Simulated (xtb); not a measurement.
benzonitrile (C7H5N), singlet, geometry from GFN2-xTB; GFN2-xTB (xtb).

Here is a job for xtb.
```
$ xtb coord --gfn 2 --json

# file coord
$coord
      5.8950941872       1.0489846852       0.0396642931  n
      3.7622971832       0.6694705719       0.0253140720  c
      1.1308358857       0.2012231589       0.0076086610  c
     -0.5623653360       2.2152558082       0.1732904368  c
     -3.1304665731       1.7436577596       0.1548928191  c
     -4.0172654759      -0.7148401371      -0.0270295842  c
     -2.3345541806      -2.7161143193      -0.1916634313  c
      0.2386064959      -2.2728660933      -0.1754687997  c
      0.1499177371       4.1228481217       0.3142807675  h
     -4.4467054543       3.2975854856       0.2827924312  h
     -6.0261654022      -1.0723077606      -0.0405461905  h
     -3.0321966384      -4.6283960638      -0.3331131356  h
      1.5669624710      -3.8173430722      -0.3027289851  h
$end
```

Problem. What does xtb print? Leave out banner, timings and long lists.

Solution. 
```
   ID    Z sym.   atoms
    1    7 n      1
    2    6 c      2-8
    3    1 h      9-13

           -------------------------------------------------
          |                Calculation Setup                |
           -------------------------------------------------

           -------------------------------------------------
          |                 G F N 2 - x T B                 |
           -------------------------------------------------

          ...................................................
          :                      SETUP                      :
          :.................................................:
          :  # basis functions                  37          :
          :  # atomic orbitals                  37          :
          :  # shells                           21          :
          :  # electrons                        38          :
          :  max. iterations                   250          :
          :  Hamiltonian                  GFN2-xTB          :
          :  restarted?                      false          :
          :  GBSA solvation                  false          :
          :  PC potential                    false          :
          :  electronic temp.          300.0000000     K    :
          :  accuracy                    1.0000000          :
          :  -> integral cutoff          0.2500000E+02      :
          :  -> integral neglect         0.1000000E-07      :
          :  -> SCF convergence          0.1000000E-05 Eh   :
          :  -> wf. convergence          0.1000000E-03 e    :
          :  Broyden damping             0.4000000          :
          :  net charge                          0          :
          :  unpaired electrons                  0          :
          ...................................................

 iter      E             dE          RMSdq      gap      omega  full diag
   1    -20.7945538 -0.207946E+02  0.626E+00    3.92       0.0  T
   2    -20.8006596 -0.610585E-02  0.402E+00    4.12       1.0  T
   3    -20.7545033  0.461563E-01  0.276E+00    3.70       1.0  T
   4    -20.8239641 -0.694608E-01  0.392E-01    4.01       1.0  T
   5    -20.8246412 -0.677104E-03  0.890E-02    3.97       1.0  T
   6    -20.8246874 -0.461390E-04  0.416E-02    3.97       1.0  T
   7    -20.8246894 -0.204326E-05  0.181E-02    3.97       1.5  T
   8    -20.8246899 -0.521656E-06  0.583E-03    3.98       4.8  T
   9    -20.8246902 -0.261691E-06  0.171E-03    3.98      16.2  T
  10    -20.8246902 -0.161332E-08  0.615E-04    3.98      45.1  T
  11    -20.8246902 -0.119458E-08  0.235E-04    3.98     118.0  T

   *** convergence criteria satisfied after 11 iterations ***

         :::::::::::::::::::::::::::::::::::::::::::::::::::::
         ::                     SUMMARY                     ::
         :::::::::::::::::::::::::::::::::::::::::::::::::::::
         :: total energy             -20.399826370200 Eh    ::
         :: gradient norm              0.000049371088 Eh/a0 ::
         :: HOMO-LUMO gap              3.975718967771 eV    ::
         ::.................................................::
         :: SCC energy               -20.824680397439 Eh    ::
         :: -> isotropic ES            0.008568941197 Eh    ::
         :: -> anisotropic ES          0.001839729086 Eh    ::
         :: -> anisotropic XC          0.027237921252 Eh    ::
         :: -> dispersion             -0.010184638050 Eh    ::
         :: repulsion energy           0.424854027239 Eh    ::
         :: add. restraining           0.000000000000 Eh    ::
         :: total charge               0.000000000000 e     ::
         :::::::::::::::::::::::::::::::::::::::::::::::::::::

           -------------------------------------------------
          |                Property Printout                |
           -------------------------------------------------

    * Orbital Energies and Occupations

         #    Occupation            Energy/Eh            Energy/eV
[...]
        26                          0.1086173               2.9556
        27                          0.1515054               4.1227
        28                          0.1518475               4.1320
        29                          0.1700252               4.6266
        30                          0.1898932               5.1673
       ...                                ...                  ...
        37                          1.1692627              31.8173
      -------------------------------------------------------------
                  HL-Gap            0.1461050 Eh            3.9757 eV
             Fermi-level           -0.3485808 Eh           -9.4854 eV

     #   Z          covCN         q      C6AA      α(0)
     1   7 n        0.911    -0.232    26.083     7.386
     2   6 c        1.912     0.112    28.339     8.597
     3   6 c        2.974     0.021    27.531     8.607
     4   6 c        2.927    -0.019    28.483     8.752
     5   6 c        2.919    -0.024    28.615     8.772
     6   6 c        2.920    -0.021    28.535     8.760
     7   6 c        2.919    -0.024    28.615     8.772
     8   6 c        2.927    -0.019    28.483     8.752
     9   1 h        0.926     0.043     2.410     2.428
    10   1 h        0.926     0.041     2.442     2.444
    11   1 h        0.926     0.040     2.443     2.444
    12   1 h        0.926     0.041     2.442     2.444
    13   1 h        0.926     0.043     2.410     2.428

 Mol. C6AA /au·bohr⁶  :       2515.175693
 Mol. C8AA /au·bohr⁸  :      63225.398914
 Mol. α(0) /au        :         80.585947

Wiberg/Mayer (AO) data.
largest (>0.10) Wiberg bond orders for each atom

 ---------------------------------------------------------------------------
     #   Z sym  total        # sym  WBO       # sym  WBO       # sym  WBO
 ---------------------------------------------------------------------------
     1   7 n    2.979 --     2 c    2.806
     2   6 c    3.947 --     1 n    2.806     3 c    1.093
     3   6 c    3.990 --     8 c    1.363     4 c    1.363     2 c    1.093
                             6 c    0.102
     4   6 c    3.992 --     5 c    1.455     3 c    1.363     9 h    0.970
                             7 c    0.107
     5   6 c    3.992 --     4 c    1.455     6 c    1.432    10 h    0.970
                             8 c    0.107
     6   6 c    3.966 --     7 c    1.432     5 c    1.432    11 h    0.971
                             3 c    0.102
     7   6 c    3.992 --     8 c    1.455     6 c    1.432    12 h    0.970
                             4 c    0.107
     8   6 c    3.992 --     7 c    1.455     3 c    1.363    13 h    0.970
                             5 c    0.107
     9   1 h    0.998 --     4 c    0.970
    10   1 h    0.997 --     5 c    0.970
    11   1 h    0.998 --     6 c    0.971
    12   1 h    0.997 --     7 c    0.970
    13   1 h    0.998 --     8 c    0.970
 ---------------------------------------------------------------------------

Topologies differ in total number of bonds
Writing topology from bond orders to xtbtopo.mol

molecular dipole:
                 x           y           z       tot (Debye)
 q only:       -1.171      -0.208      -0.008
   full:       -1.633      -0.291      -0.011       4.215
molecular quadrupole (traceless):
                xx          xy          yy          xz          yz          zz
 q only:       -5.460      -1.787       4.256      -0.091       0.247       1.204
  q+dip:       -7.039      -2.756       7.929      -0.169       0.698      -0.890
   full:       -9.913      -3.165       7.297      -0.156       0.382       2.617

           -------------------------------------------------
          | TOTAL ENERGY              -20.399826370200 Eh   |
          | GRADIENT NORM               0.000049371088 Eh/α |
          | HOMO-LUMO GAP               3.975718967771 eV   |
           -------------------------------------------------

normal termination of xtb
```
